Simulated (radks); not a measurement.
Species: a nucleus of charge 66.3 with 65 electrons. Configuration: [Xe] 4f10 6s1. Calculated with a radial shooting solver on a logarithmic mesh with Libxc functionals: Dirac Kohn-Sham, PBEsol, spin-unpolarised, spherical densities, finite nucleus; open shells fill j = l - 1/2 first; Fermi nuclear charge, rms radius 5.2218 fm.

Normalised radial functions P(r) = r R(r) (large component), r in bohr:

| r | 4f7/2 |
|---|---|
| 0.0007583 | 0.0000 |
| 0.0008828 | 0.0000 |
| 0.001028 | 0.0000 |
| 0.001196 | 0.0000 |
| 0.001393 | 0.0000 |
| 0.001621 | 0.0000 |
| 0.001888 | 0.0000 |
| 0.002198 | 0.0000 |
| 0.002579 | 0.0000 |
| 0.003002 | 0.0000 |
| 0.003495 | 0.0000 |
| 0.004069 | 0.0000 |
| 0.004737 | 0.0000 |
| 0.005514 | 0.0000 |
| 0.006419 | 0.0000 |
| 0.007473 | 0.0000 |
| 0.0087 | 0.0000 |
| 0.01013 | 0.0000 |
| 0.01179 | 0.0001 |
| 0.01373 | 0.0001 |
| 0.01598 | 0.0002 |
| 0.0186 | 0.0003 |
| 0.02166 | 0.0006 |
| 0.02521 | 0.0010 |
| 0.02959 | 0.0019 |
| 0.03444 | 0.0032 |
| 0.0401 | 0.0053 |
| 0.04668 | 0.0088 |
| 0.05434 | 0.0145 |
| 0.06326 | 0.0234 |
| 0.07365 | 0.0372 |
| 0.08574 | 0.0579 |
| 0.09982 | 0.0883 |
| 0.1162 | 0.1314 |
| 0.1353 | 0.1906 |
| 0.1575 | 0.2686 |
| 0.1833 | 0.3668 |
| 0.2134 | 0.4842 |
| 0.2485 | 0.6162 |
| 0.2893 | 0.7538 |
| 0.3395 | 0.8910 |
| 0.3952 | 0.9986 |
| 0.46 | 1.0694 |
| 0.5356 | 1.0939 |
| 0.6235 | 1.0705 |
| 0.7258 | 1.0046 |
| 0.845 | 0.9066 |
| 0.9837 | 0.7892 |
| 1.145 | 0.6641 |
| 1.333 | 0.5408 |
| 1.552 | 0.4261 |
| 1.807 | 0.3247 |
| 2.103 | 0.2389 |
| 2.449 | 0.1692 |
| 2.851 | 0.1151 |
| 3.319 | 0.0748 |
| 3.895 | 0.0447 |
| 4.534 | 0.0254 |
| 5.278 | 0.0131 |
| 6.145 | 0.0061 |
| 7.153 | 0.0025 |
| 8.328 | 0.0009 |
| 9.695 | 0.0002 |
| 11.29 | 0.0001 |

4f7/2: eigenvalue -13.639 eV, 0 radial nodes, <r> = 0.854 bohr, 90 % of the charge inside 1.49 bohr.
